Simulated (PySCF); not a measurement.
## P (phosphorus, neutral) across methods

[Ne] 3s2 3p3, high-spin 4S determinant. All numbers are calculated (PySCF 2.14, the spin-free X2C one-electron Hamiltonian (Gaussian nucleus), in dyall-av3z).

| method | E (hartree) | mean ε 3s α (eV) | mean ε 3s β (eV) | mean ε 3p α (eV) | Σ⟨r²⟩ (bohr²) | ⟨S²⟩ |
| --- | --- | --- | --- | --- | --- | --- |
| LC-wPBE | -341.9966 | -20.505 | -16.074 | -10.294 | 29.80 | 3.750 |
| TPSSh | -342.1133 | -16.026 | -12.426 | -6.901 | 29.99 | 3.751 |
| UHF | -341.53690 | -22.834 | -15.221 | -10.656 | 30.23 | 3.751 |
| PBE | -341.9422 | -14.802 | -12.082 | -6.285 | 30.30 | 3.750 |
| r2SCAN | -342.0731 | -15.688 | -12.033 | -6.686 | 29.96 | 3.750 |
| CAM-B3LYP | -342.1088 | -18.536 | -14.895 | -8.688 | 30.19 | 3.750 |
| LDA | -340.8186 | -14.776 | -12.324 | -6.285 | 30.39 | 3.751 |
| B3LYP | -342.1178 | -16.409 | -13.260 | -7.109 | 30.23 | 3.751 |
| PBE0 | -341.9702 | -16.977 | -13.218 | -7.523 | 30.07 | 3.750 |
